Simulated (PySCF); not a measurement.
C2H8BFN2, SMILES C[C@H](F)B(N)N.

The structure is a stationary point at r2SCAN-D4/def2-SVP. The structure was generated by enumeration; whether it is a known compound was not checked. One conformer was computed; it need not be the lowest.

Vertical ionisation energy (IE) and electron affinity (EA) in eV. Rows of orbital energies are one-electron estimates. Where ΔSCF, EOM or ADC give a negative EA the extra electron is unbound and the value depends on the basis.

```
level                                               IE          EA
------------------------------------------  ----------  ----------
−ε(HOMO), −ε(LUMO), PBE0/def2-TZVP (PySCF)        6.99       -0.79
−ε(HOMO), −ε(LUMO), PBE/def2-TZVP (PySCF)   (withheld)  (withheld)
```

### Question
What belongs in the gaps? (An estimate is asked for; the answer gives what the named calculation found.)

### Answer

- −ε(HOMO), −ε(LUMO), PBE/def2-TZVP (PySCF), IE: 5.58
- −ε(HOMO), −ε(LUMO), PBE/def2-TZVP (PySCF), EA: 0.00
